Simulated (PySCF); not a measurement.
# Cu⁺ (copper, charge +1) across methods

[Ar] 3d9 4p1, one real determinant (an excited configuration). Computed with PySCF 2.14 in x2c-QZVPPall, with the spin-free X2C one-electron Hamiltonian (Gaussian nucleus). The B2PLYP total includes its PT2 part (frozen core); its orbital energies are those of the SCF part.

```json
{"method": "UHF", "E (hartree)": "-1652.73243", "mean ε 3d α (eV)": "-31.445", "mean ε 3d β (eV)": "-29.819", "mean ε 4p α (eV)": "-11.293", "Σ⟨r²⟩ (bohr²)": "27.58", "⟨S²⟩": "2.001"}
{"method": "r2SCAN", "E (hartree)": "-1654.196", "mean ε 3d α (eV)": "-21.218", "mean ε 3d β (eV)": "-20.058", "mean ε 4p α (eV)": "-9.488", "Σ⟨r²⟩ (bohr²)": "26.58", "⟨S²⟩": "2.001"}
{"method": "B2PLYP", "E (hartree)": "-1653.940", "mean ε 3d α (eV)": "-26.612", "mean ε 3d β (eV)": "-25.288", "mean ε 4p α (eV)": "-10.419", "Σ⟨r²⟩ (bohr²)": "27.04", "⟨S²⟩": "2.001"}
{"method": "PBE", "E (hartree)": "-1653.981", "mean ε 3d α (eV)": "-20.935", "mean ε 3d β (eV)": "-19.845", "mean ε 4p α (eV)": "-9.346", "Σ⟨r²⟩ (bohr²)": "26.82", "⟨S²⟩": "2.000"}
{"method": "PBE0", "E (hartree)": "-1653.987", "mean ε 3d α (eV)": "-23.729", "mean ε 3d β (eV)": "-22.525", "mean ε 4p α (eV)": "-9.954", "Σ⟨r²⟩ (bohr²)": "26.83", "⟨S²⟩": "2.000"}
{"method": "LDA", "E (hartree)": "-1651.330", "mean ε 3d α (eV)": "-21.268", "mean ε 3d β (eV)": "-20.122", "mean ε 4p α (eV)": "-9.377", "Σ⟨r²⟩ (bohr²)": "26.64", "⟨S²⟩": "2.000"}
{"method": "wB97X", "E (hartree)": "-1654.266", "mean ε 3d α (eV)": "-26.124", "mean ε 3d β (eV)": "-25.021", "mean ε 4p α (eV)": "-11.575", "Σ⟨r²⟩ (bohr²)": "26.91", "⟨S²⟩": "2.001"}
{"method": "TPSS", "E (hartree)": "-1654.248", "mean ε 3d α (eV)": "-20.821", "mean ε 3d β (eV)": "-19.761", "mean ε 4p α (eV)": "-9.310", "Σ⟨r²⟩ (bohr²)": "26.77", "⟨S²⟩": "2.000"}
```

⟨L²⟩ = 8.02 against 12 for a pure F term, so this real determinant mixes terms.
